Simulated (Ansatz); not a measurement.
Geometry optimisation, RHF/def2-SVP in Ansatz 0.2.0.

input.yaml

```yaml
crystal:
  periodic: [false, false, false]
  atoms:
    - { symbol: W, position_ang: [0.0, 0.0, 0.0] }
    - { symbol: H, position_ang: [0.0, 0.0, 2.07] }
    - { symbol: H, position_ang: [1.72, 0.0, 0.0] }
    - { symbol: H, position_ang: [0.0, 1.72, 0.0] }
    - { symbol: H, position_ang: [-1.72, 0.0, 0.0] }
    - { symbol: H, position_ang: [0.0, -1.72, 0.0] }
    - { symbol: H, position_ang: [0.0, 0.0, -1.72] }
    - { symbol: P, position_ang: [1.8007, 1.8758, 0.864] }
    - { symbol: H, position_ang: [2.8278, 1.2389, 1.6094] }
    - { symbol: H, position_ang: [2.3703, 2.5373, -0.256] }
    - { symbol: H, position_ang: [0.7083, 0.7378, 2.0916] }
basis:
  gaussian: { orbitals: def2-SVP }
hamiltonian:
  xc: hf
relax:
  f_tol: 0.15
  max_steps: 25
  restrain:
    - { distance: [0, 7], at: 3.64, k: 30.0 }
    - { distance: [10, 1], at: 1.86, k: 30.0 }
    - { distance: [0, 1], at: 1.72, k: 30.0 }
    - { distance: [10, 7], at: 1.42, k: 30.0 }
```

Command:

```bash
$ ansatz run input.yaml --threads 1 --pin off --max-ram 2048MiB --backend cpu --events-out ev --progress --plain --runs-dir out
```

Question: Where does it end, and by what steps?

Answer: It converged. The restraints hold the end off the free minimum. After 21 steps the energy has fallen by 5.578 eV (the restraints' own energy left out); H7 moved furthest, 1.37 Å. Parted: W1–P8 (2.74 → 3.64 Å). Joined: P8–H11 (2.00 → 1.42 Å).

| step | energy less start (eV) | largest force component (eV/Å) | accepted |
| --- | --- | --- | --- |
| 0 | 0.0000 | 3.422 | yes |
| 1 | 1.4200 | 3.245 | yes |
| 2 | 1.9572 | 5.418 | yes |
| 3 | 0.3983 | 4.423 | yes |
| 4 | -1.2371 | 2.893 | yes |
| 5 | -2.7735 | 1.751 | yes |
| 6 | -3.6912 | 1.586 | yes |
| 7 | -4.0259 | 1.636 | yes |
| 8 | -4.1461 | 1.277 | yes |
| 9 | -4.3977 | 1.530 | yes |
| 10 | -4.6485 | 1.791 | yes |
| 11 | -4.9876 | 2.007 | yes |
| 12 | -5.3075 | 1.455 | yes |
| 13 | -5.4672 | 0.691 | yes |
| 14 | -5.4691 | 0.637 | no |
| 15 | -5.5032 | 0.315 | yes |
| 16 | -5.5196 | 0.331 | yes |
| 17 | -5.5477 | 0.312 | yes |
| 18 | -5.5622 | 0.333 | yes |
| 19 | -5.5567 | 0.592 | no |
| 20 | -5.5726 | 0.338 | yes |
| 21 | -5.5781 | 0.305 | yes |

```xyz
11
Properties=species:S:1:pos:R:3
W 0.230 -0.401 0.043
H -0.027 -0.276 1.734
H 1.765 0.035 -0.576
H 0.108 0.912 -0.965
H -0.958 0.706 0.381
H -0.167 -1.981 -0.506
H -1.081 -0.379 -0.966
P 1.924 2.334 1.755
H 3.006 1.427 1.730
H 1.995 2.669 0.389
H 0.911 1.342 1.639
```

Time of the run: 83 s on 1 thread of Arm Neoverse N1, on a shared host, peak memory 0.2 GiB.
